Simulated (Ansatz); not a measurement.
`C=C[SiH2]Br` + H₂O → `C=C[SiH2]O` + HBr at 700 K and 1 bar (formal hydrolysis of the Si–Br bond).

Gas-phase electronic energies from Ansatz, PBE0-D4/def2-TZVP geometries. CCSD(T)/CBS is the MP2 limit (def2-TZVPP, def2-QZVPP) plus CCSD(T) − MP2 in def2-TZVPP, frozen cores. This one scheme is used for every species. For Br outer-core shells are correlated without core-valence functions, which leaves a few kJ/mol of doubt a bond. Scalar relativity is left out up to krypton. Each species was taken in one conformer, which may not be the lowest.

```
      species  CCSD(T)/CBS energy (Eh)  H − E (kJ/mol)  S (J/(mol·K))
`C=C[SiH2]Br`              -2941.53535           225.4          430.2
          H₂O                -76.37941            80.5          218.4
 `C=C[SiH2]O`               -443.99110           263.2          422.5
          HBr              -2573.91920            36.5          223.7
```

H − E and S are ideal-gas, rigid-rotor, harmonic terms from PBE0-D4/def2-TZVP, for one conformer and one mirror image of each species. 1 Eh = 2625.50 kJ/mol, R = 8.31446 J/(mol·K).

Question: By hand: ΔE, ΔH, ΔS and ΔG.

Answer: ΔE = (-443.99110) + (-2573.91920) − (-2941.53535) − (-76.37941) = 0.00446 Eh = 11.7 kJ/mol. Δ(H − E) = 263.2 + 36.5 − 225.4 − 80.5 = -6.2, so ΔH = 5.5 kJ/mol. ΔS = 422.5 + 223.7 − 430.2 − 218.4 = -2.4 J/(mol·K). ΔG = 5.5 − 700 × (-2.4)/1000 = 7.2 kJ/mol.

Question: By hand: the equilibrium constant, and the temperature at which ΔG would vanish if ΔH and ΔS stayed fixed.

Answer: log₁₀ K = −ΔG/(RT ln 10) = -0.5. ΔH and −TΔS have one sign here, so there is no such temperature. One of them is within its doubt of zero, so this could turn.

The number of gas molecules stays the same, so ΔS is small and ΔH decides. A doubt of 5 kJ/mol in ΔE shifts log₁₀ K by 0.4 here. Other conformers and mirror images would add mixing entropy, several J/(mol·K) or more a flexible species. These are equilibria of isolated gas molecules and say nothing of rates. Largest T1 diagnostic: 0.011 (customary marks: 0.02 for closed shells, 0.045 for open ones).
